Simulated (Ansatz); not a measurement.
One change: `N[Si](O)(O)C=O` becomes `[NH2][GeH2][Si](N)(O)O`.

Ansatz, PBE0-D4/def2-TZVP geometries, multiplicity 1. Each molecule was computed in one conformer, which needn't be the lowest.

Scalar relativity is left out up to krypton.

| property | `N[Si](O)(O)C=O` |
| --- | --- |
| HOMO–LUMO gap (ωB97M-V/def2-TZVPP) / eV | 10.09 |
| HOMO–LUMO gap (PBE0/def2-TZVPP) / eV | 5.45 |
| size of the dipole moment (ωB97M-V/def2-TZVPP) / D | 2.38 |
| LUMO energy (B3LYP/def2-TZVPP) / eV | -1.67 |
| LUMO energy (PBE0/def2-TZVPP) / eV | -1.41 |
| size of the dipole moment (PBE/def2-TZVPP) / D | 2.31 |

**Question.** What does the change do to each property? (Best estimate.)

**Answer.** The calculation gave: 
```
                                          property  `[NH2][GeH2][Si](N)(O)O`  shift
           HOMO–LUMO gap (ωB97M-V/def2-TZVPP) / eV                     11.15   1.06
              HOMO–LUMO gap (PBE0/def2-TZVPP) / eV                      7.25   1.80
size of the dipole moment (ωB97M-V/def2-TZVPP) / D                      1.19  -1.19
               LUMO energy (B3LYP/def2-TZVPP) / eV                     -0.06   1.61
                LUMO energy (PBE0/def2-TZVPP) / eV                      0.19   1.60
    size of the dipole moment (PBE/def2-TZVPP) / D                      1.05  -1.26
```

With PBE0 the HOMO falls by 0.22 eV and the LUMO rises by 1.60 eV, so the gap widens by about 1.82 eV. PBE moves the HOMO by -0.34 eV and ωB97M-V by -0.14 eV. Dipoles are sizes alone; their direction can turn.

B3LYP here is the variant with VWN-RPA as its local correlation; programs differ in this.
